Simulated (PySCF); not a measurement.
The PySCF input:
```python
from pyscf import gto, scf, dft, tdscf

mol = gto.M(
    atom='''
F     0.018890    1.091872   -0.247236
O    -0.022432   -0.002760    0.568977
F     0.001050   -1.089418   -0.258521
''',
    basis='6-31+g*',
    charge=0,
    spin=0,
    verbose=4,
)

mf = dft.RKS(mol)
mf.xc = 'lc_wpbe'
mf.kernel()
td = mf.TDA()
td.nstates = 5
td.kernel()
td.analyze()
```

What does this run give for the excitation energies found, number of basis functions, total energy, HOMO energy, lowest excitation energy found?


```yaml
excitation_energies_found: 5.00, 5.78, 8.38, 8.40, 8.80 eV
number_of_basis_functions: 54
total_energy: -274.5150 Eh
HOMO energy: -12.57 eV
lowest_excitation_energy_found: 5.00 eV
```
